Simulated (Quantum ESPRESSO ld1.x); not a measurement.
Results of a calculation; reference values are marked as such.
The mean radii <r> (bohr) of the occupied orbitals of an atom or ion are listed with their occupations. Level of theory: scalar-relativistic Kohn-Sham, LDA (Slater exchange, VWN5 correlation), spin-polarised, spherical densities, point nucleus (ld1.x of Quantum ESPRESSO 7.5).

orbital  occ.      <r>
1s down     1  0.03520
1s up       1  0.03520
2s up       1   0.1539
2s down     1   0.1539
2p up       3   0.1340
2p down     3   0.1340
3s up       1   0.4296
3s down     1   0.4296
3p up       3   0.4311
3p down     3   0.4310
3d up       5   0.4152
3d down     5   0.4150
4s up       1    1.088
4s down     1    1.085
4p up       3    1.194
4p down     3    1.191
4d up       2    1.515

Name the element and its charge.

Answer. Z = 42, molybdenum, charge +4: Mo4+ in [Kr] 4d(up 2, down 0). The 1s radius gives Z: for a bare nucleus <r> = (2 gamma + 1)/(2Z) with gamma = sqrt(1 - (Z/c)^2), 0.03457 bohr for Z = 42, and screening makes it slightly larger (0.03520 here). The occupations add up to 38, and the charge is Z minus that.
